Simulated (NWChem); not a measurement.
All runs are NWChem calculations. System: bromine monochloride (BrCl), charge 0, spin multiplicity 1, at a geometry optimised with B3LYP/def2-SVP. Level: CCSD(T)/def2-TZVP, 14 core orbitals frozen.

Output (cleaned and shortened):

```
             Northwest Computational Chemistry Package (NWChem) 7.3.0
             --------------------------------------------------------

                                NWChem Input Module
                                -------------------

 Scaling coordinates for geometry "geometry" by  1.889725989
 (inverse scale =  0.529177249)

 Turning off AUTOSYM since
 SYMMETRY directive was detected!

                             Geometry "geometry" -> ""
                             -------------------------

 Output coordinates in angstroms (scale by  1.889725989 to convert to a.u.)

  No.       Tag          Charge          X              Y              Z
 ---- ---------------- ---------- -------------- -------------- --------------
    1 Cl                  17.0000     0.00000000     0.00000000     1.47757800
    2 Br                  35.0000     0.00000000     0.00000000    -0.71768100

 Effective nuclear repulsion energy (a.u.)     143.4274785594

            Nuclear Dipole moment (a.u.)
            ----------------------------
        X                 Y               Z
 ---------------- ---------------- ----------------
     0.0000000000     0.0000000000    -0.0000170075

      Symmetry information
      --------------------

 Group name             C2v
 Group number             16
 Group order               4
 No. of unique centers     2

      Symmetry unique atoms

     1    2


 Summary of "ao basis" -> "" (spherical)
 ------------------------------------------------------------------------------
       Tag                 Description            Shells   Functions and Types
 ---------------- ------------------------------  ------  ---------------------
 *                         def2-tzvp                  on all atoms

 Summary of "ao basis" -> "ao basis" (spherical)
 ------------------------------------------------------------------------------
       Tag                 Description            Shells   Functions and Types
 ---------------- ------------------------------  ------  ---------------------
 Cl                        def2-tzvp                13       37   5s5p2d1f
 Br                        def2-tzvp                16       48   6s5p4d1f

                                 NWChem SCF Module
                                 -----------------

  ao basis        = "ao basis"
  functions       =    85
  atoms           =     2
  closed shells   =    26
  open shells     =     0
  charge          =   0.00
  wavefunction    = RHF
  use symmetry    = T
  symmetry adapt  = T

 Summary of "ao basis" -> "ao basis" (spherical)
 ------------------------------------------------------------------------------
       Tag                 Description            Shells   Functions and Types
 ---------------- ------------------------------  ------  ---------------------
 Cl                        def2-tzvp                13       37   5s5p2d1f
 Br                        def2-tzvp                16       48   6s5p4d1f

      Symmetry analysis of basis
      --------------------------

        a1         37
        a2          8
        b1         20
        b2         20

 Forming initial guess at       0.1s

      Superposition of Atomic Density Guess
      -------------------------------------

 Sum of atomic energies:       -3031.87668868

      Non-variational initial energy
      ------------------------------

 Total energy =   -3031.922275
 1-e energy   =   -4503.534318
 2-e energy   =    1328.184564
 HOMO         =      -0.341143
 LUMO         =      -0.142664

      Symmetry analysis of molecular orbitals - initial
      -------------------------------------------------

 !! scf_movecs_sym_adapt:   56 vectors were symmetry contaminated

  Symmetry fudging

 !! scf_movecs_sym_adapt:   52 vectors were symmetry contaminated

  Numbering of irreducible representations:

     1 a1          2 a2          3 b1          4 b2

  Orbital symmetries:

     1 a1          2 a1          3 a1          4 a1          5 b1
     6 b2          7 a1          8 a1          9 a1         10 b2
    11 b1         12 a1         13 b2         14 b1         15 a1
    16 b1         17 b2         18 a1         19 a2         20 a1
    21 a1         22 a1         23 b1         24 b2         25 b2
[...]
    47     -0.301217  2 Br px                50      0.272370  2 Br px
    56      0.267734  2 Br px                18     -0.247444  1 Cl px
    12     -0.162497  1 Cl px

 Vector   27  Occ=0.000000D+00  E= 4.116507D-03  Symmetry=a1
              MO Center=  3.4D-15,  7.2D-16,  1.2D-01, r^2= 3.6D+00
   Bfn.  Coefficient  Atom+Function         Bfn.  Coefficient  Atom+Function
  ----- ------------  ---------------      ----- ------------  ---------------
    58      0.604311  2 Br pz                20      0.564097  1 Cl pz
     5     -0.399602  1 Cl s                 55      0.388796  2 Br pz
    43      0.364462  2 Br s                 17      0.338265  1 Cl pz
    49     -0.250024  2 Br pz                52      0.224410  2 Br pz
    14      0.174429  1 Cl pz

 Vector   28  Occ=0.000000D+00  E= 3.171869D-01  Symmetry=a1
              MO Center= -9.4D-15, -5.6D-15, -1.0D+00, r^2= 4.7D+00
   Bfn.  Coefficient  Atom+Function         Bfn.  Coefficient  Atom+Function
  ----- ------------  ---------------      ----- ------------  ---------------
    58      1.721871  2 Br pz                55     -1.090825  2 Br pz
     5     -0.684139  1 Cl s                 43      0.330792  2 Br s
    20      0.270807  1 Cl pz                28     -0.231388  1 Cl d  0
    49      0.180611  2 Br pz

 Vector   29  Occ=0.000000D+00  E= 3.577475D-01  Symmetry=b2
              MO Center= -1.2D-28, -8.7D-15, -8.9D-01, r^2= 4.4D+00
   Bfn.  Coefficient  Atom+Function         Bfn.  Coefficient  Atom+Function
  ----- ------------  ---------------      ----- ------------  ---------------
    57      1.424144  2 Br py                54     -1.164993  2 Br py
    75     -0.301804  2 Br d -1              48      0.174160  2 Br py

 center of mass
 --------------
 x =   0.00000000 y =   0.00000000 z =  -0.09351718

 moments of inertia (a.u.)
 ------------------
         418.622298661705           0.000000000000           0.000000000000
           0.000000000000         418.622298661705           0.000000000000
           0.000000000000           0.000000000000           0.000000000000

  Mulliken analysis of the total density
  --------------------------------------

    Atom       Charge   Shell Charges
 -----------   ------   -------------------------------------------------------
    1 Cl  17    17.09   2.01  0.45  1.52  1.12  0.87  4.18  1.69  1.04  2.79  1.36  0.01  0.05  0.00
    2 Br  35    34.91   2.00  2.00  1.16  0.78  1.03  0.98  6.00  5.94  1.20  2.70  1.03  8.99  1.02  0.00  0.06  0.01

       Multipole analysis of the density wrt the origin
       ------------------------------------------------

     L   x y z        total         open         nuclear
     -   - - -        -----         ----         -------
     0   0 0 0     -0.000000      0.000000     52.000000

     1   1 0 0     -0.000000      0.000000      0.000000
     1   0 1 0      0.000000      0.000000      0.000000
     1   0 0 1     -0.233366      0.000000     -0.000017

     2   2 0 0    -23.410030      0.000000      0.000000
     2   1 1 0      0.000000      0.000000      0.000000
     2   1 0 1      0.000000      0.000000      0.000000
     2   0 2 0    -23.410030      0.000000      0.000000
     2   0 1 1      0.000000      0.000000      0.000000
     2   0 0 2    -20.385375      0.000000    196.916826

                   NWChem Extensible Many-Electron Theory Module
                   ---------------------------------------------


            General Information
            -------------------
      Number of processors :     1
         Wavefunction type : Restricted Hartree-Fock
          No. of electrons :    52
           Alpha electrons :    26
            Beta electrons :    26
           No. of orbitals :   170
            Alpha orbitals :    85
             Beta orbitals :    85
        Alpha frozen cores :    14
         Beta frozen cores :    14
     Alpha frozen virtuals :     0
      Beta frozen virtuals :     0
         Spin multiplicity : singlet
    Number of AO functions :    85
       Number of AO shells :    29
        Use of symmetry is : on
      Symmetry adaption is : on
         Schwarz screening : 0.10D-09

          Correlation Information
          -----------------------
          Calculation type : Coupled-cluster singles & doubles w/ perturbation
   Perturbative correction : (T)
            Max iterations :      100
        Residual threshold : 0.10D-05
     T(0) DIIS level shift : 0.00D+00
     L(0) DIIS level shift : 0.00D+00
     T(1) DIIS level shift : 0.00D+00
     L(1) DIIS level shift : 0.00D+00
     T(R) DIIS level shift : 0.00D+00
     T(I) DIIS level shift : 0.00D+00
   CC-T/L Amplitude update :  5-th order DIIS
                I/O scheme : Global Array Library
        L-threshold :  0.10D-05
        EOM-threshold :  0.10D-05
 no EOMCCSD initial starts read in
 TCE RESTART OPTIONS
 SLICE:      F
 D4D5:       F
 quantumc:   F
 qrotation:  F
 pwtce:      F
 qducc:      F
 nacto:                         0
 nrotv:                         0
 nrot:                          0

            Memory Information
            ------------------
          Available GA space size is     249029575 doubles
          Available MA space size is     104843604 doubles

 Maximum block size supplied by input
 Maximum block size        24 doubles

 tile_dim =     24

 -------------------------------------------------

 Global array virtual files algorithm will be used

 Parallel file system coherency ......... OK

 4-electron integrals stored in orbital form

 v2    file size   =          1724733
 4-index algorithm nr.  13 is used
 imaxsize =       30
 imaxsize ichop =        0


CCSD iterations
 ---------------------------------------------------------
 Iter          Residuum       Correlation     Cpu    Wall
 ---------------------------------------------------------
    1   0.1757466242609  -0.4604417344041     0.4     0.4
    2   0.0389123190012  -0.4742604953738     0.4     0.4
    3   0.0127529551208  -0.4820487813628     0.4     0.4
    4   0.0049655161752  -0.4832785196351     0.4     0.4
    5   0.0021478644393  -0.4838543303435     0.4     0.4
    6   0.0006529982619  -0.4841047944416     0.4     0.4
    7   0.0003232394277  -0.4841383365789     0.4     0.4
    8   0.0001747034483  -0.4841403163437     0.4     0.4
    9   0.0001054589126  -0.4841410426030     0.4     0.4
   10   0.0000624139320  -0.4841424350538     0.4     0.4
   11   0.0000086801669  -0.4841440496021     0.4     0.4
   12   0.0000035726435  -0.4841442076880     0.5     0.5
   13   0.0000018866441  -0.4841442573277     0.4     0.4
   14   0.0000010294796  -0.4841442413866     0.4     0.4
   15   0.0000005914752  -0.4841442320532     0.4     0.4
 -----------------------------------------------------------------
 Iterations converged
 CCSD correlation energy / hartree =        -0.484144232053208
 CCSD total energy / hartree       =     -3032.384556858078668

 Singles contributions

 Doubles contributions
    27a1  (alpha)    27a1  (beta ) ---    22a1  (alpha)    22a1  (beta )       -0.1081356543
 CCSD(T)
 Using plain CCSD(T) code
             total no. of tasks          500
 total no. of tasks / no. procs          500
                         wl_min          343           2.6
                         wl_max      1728000          11.0
        thresh for no. of tasks          500

 CCSD[T]  correction energy / hartree =        -0.019221138446215
 CCSD[T] correlation energy / hartree =        -0.503365370499423
 CCSD[T] total energy / hartree       =     -3032.403777996524695
 CCSD(T)  correction energy / hartree =        -0.018837298646826
 CCSD(T) correlation energy / hartree =        -0.502981530700034
 CCSD(T) total energy / hartree       =     -3032.403394156725426

 Task  times  cpu:       25.1s     wall:       25.1s

 Total times  cpu:       25.1s     wall:       25.1s
```

Q: Write an NWChem input that would produce this output.

A: This is not unique; one that fits is 
```
start mol
memory heap 100 mb stack 700 mb global 1900 mb
geometry units angstroms nocenter noautoz
  Cl     0.000000     0.000000     1.477578
  Br     0.000000     0.000000    -0.717681
  symmetry group C2v
end
basis spherical
  * library def2-tzvp
end
scf
  rhf
  nopen 0
  maxiter 100
  thresh 1e-7
  semidirect memsize 60000000 filesize 0
end
tce
  freeze core 14
  ccsd(t)
  2eorb
  2emet 13
  thresh 1e-6
  maxiter 100
  tilesize 24
end
task tce energy
```
